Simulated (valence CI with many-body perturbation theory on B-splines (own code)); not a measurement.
Values are calculated unless marked as measured or tabulated.
## Sensitivity of CI+MBPT for La43+

Level of theory: relativistic CI+MBPT: four valence electrons over a frozen Dirac-Fock core [Ne], a basis of 6 s, 6 p, 5 d, 3 f, 1 g functions for each j, with the one-electron correlation potential Σ1 (screened to all orders), the two-electron term Σ2, the three-electron term Σ3, Breit, model QED; selected single and double excitations, second order for the rest, scaled by the run's own slope (own B-spline code, finite nucleus).

The last digits are not significant, and no measured levels were compared; by estimate large intervals hold to a few tenths of a per cent, small ones and those within an open d or f shell to about a per cent.

The reference run has the lowest level (3s^2 3p1/2^2) J=0 and an ionisation energy of 3418.19 eV. Its largest variational space holds 9998 state functions.

Levels are named by their leading jj configuration (3d3/2^4 stands for four electrons in 3d with j = 3/2), which in mixed levels can hold well under half, so a name can repeat and another be missing. Letters in brackets count levels of one name in rising energy.

Changed runs:
A. orbitals per symmetry with explicit Σ2 and valence Breit (the others get mean screening factors) 5 → 2
B. hole-hole ladder in Σ2 on → off
C. highest l in the core sums 6 → 7
D. cutoff of virtual states (hartree) 6498 → 368.17 (bad on purpose)

Excitation energies of the reference run in cm⁻¹, and shifts in cm⁻¹:

```
                     Level  Reference       A       B        C      D
    (3s^2 3p1/2 3p3/2) J=1     779579    +2.1     -63     -0.1   -226
    (3s^2 3p1/2 3p3/2) J=2     835068    -6.8     -28        0   -218
        (3s^2 3p3/2^2) J=2    1654750    +9.5     -63        0   -436
    (3s 3p1/2^2 3p3/2) J=2    1675710     -24     -31     +5.2   +504
        (3s^2 3p3/2^2) J=0    1775000     +51     +11     +0.2   -433
    (3s 3p1/2^2 3p3/2) J=1    1846390    +0.6     +25     +8.1   +401
    (3s^2 3p1/2 3d3/2) J=2    2052400     -47    -274      +30   -804
    (3s^2 3p1/2 3d3/2) J=1    2286880    -7.5    -252      +26   -601
    (3s^2 3p1/2 3d5/2) J=2    2289720     -15    -206      +19   -490
    (3s^2 3p1/2 3d5/2) J=3    2325550     -29    -238      +25   -784
(3s 3p1/2 3p3/2^2) J=2 [a]    2495250    -7.2    -168      +13   -111
    (3s 3p1/2 3p3/2^2) J=3    2551450     -31     -88     +9.2    +79
    Ionisation energy (eV)    3418.19  +0.005  -0.036  -0.0021  -0.27
```
